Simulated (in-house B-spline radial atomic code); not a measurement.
Configurations of Sc VII (Sc6+), with energies counted from [Ne] 3s2 3p3. Level of theory: Dirac-Hartree-Fock, average of configuration, Fermi nucleus of rms radius 3.5459 fm; calculated with a B-spline radial code for spherical atoms. Energies include first-order Breit, QED and recoil terms.

Occupations are held fixed; configurations that lie above the ionisation limit could autoionise.

```tsv
configuration	E - E(ref) (eV)	highest orbital	its <r> (bohr)
[Ne] 3s2 3p2 5d1	103.22	5d5/2	4.311
[Ne] 3s2 3p2 5g1	106.74	5g9/2	3.915
[Ne] 3s2 3p2 6d1	112.92	6d5/2	6.544
[Ne] 3s2 3p2 6f1	114.5	6f7/2	6.662
[Ne] 3s1 3p3 6f1	138.86	6f7/2	6.655
[Ne] 3s1 3p3 7d1	142.96	7d5/2	9.198
```

Q: Order these further configurations by energy, lowest first.
A. [Ne] 3s2 3p2 3d1
B. [Ne] 3s2 3p2 7g1
C. [Ne] 3s2 3p2 7f1
D. [Ne] 3s1 3p3 5f1
E. [Ne] 3s1 3p4

A: E (25.74 eV), A (35.824 eV), C (119.56 eV), B (119.81 eV), D (130.45 eV).

Q: How far above the reference does [Ne] 3s1 3p3 4f1 lie?

A: 115.06 eV; its least bound orbital is 4f7/2 with <r> = 2.442 bohr.

Q: How far above the reference does [Ne] 3s1 3p3 7g1 lie?

A: 144.18 eV; its least bound orbital is 7g9/2 with <r> = 9.042 bohr.
